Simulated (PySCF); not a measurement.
Compound: C6H7FO.
InChI=1S/C6H7FO/c1-3-6(8)5(2)4-7/h1,5H,4H2,2H3/t5-/m0/s1

Torsions of this conformer, `[CH:1]#[C:2][C:3](=[O:4])[C@@H:5]([CH3:6])[CH2:7][F:8]`: C2–C3–C5–C6 63°, C3–C5–C7–F8 171°.

The closed-shell ground state was solved at several levels (PySCF, density fitting, gas phase, non-relativistic). Isolated species at its GFN2-xTB geometry (one conformer only).

```csv
level,basis functions,HOMO (eV),LUMO (eV),gap (eV),dipole (D)
B3LYP/def2-SVPD,222,-7.85,-2.31,5.54,2.96
B3LYP/pcJ-1,286,-7.78,-2.20,5.58,2.87
```

Question: What might PBE0/pcSseg-1 (171 basis functions) give for the same quantities?

Answer: HOMO -8.07 eV, LUMO -1.99 eV, gap 6.08 eV, dipole 2.87 D.

Question: Over all these levels, which gives the widest orbital gap and which the narrowest?

Answer: PBE0/pcSseg-1 (global hybrid, 25 % exact exchange) has the widest, 6.08 eV, and B3LYP/def2-SVPD (global hybrid, 20 % exact exchange) the narrowest, 5.54 eV. Functional and basis both differ between the two, so the spread mixes both effects.

Question: How far do the dipole and the HOMO energy spread over the levels?

Answer: The dipole runs from 2.87 to 2.96 D (mean 2.90 D) and the HOMO from -8.07 to -7.78 eV.
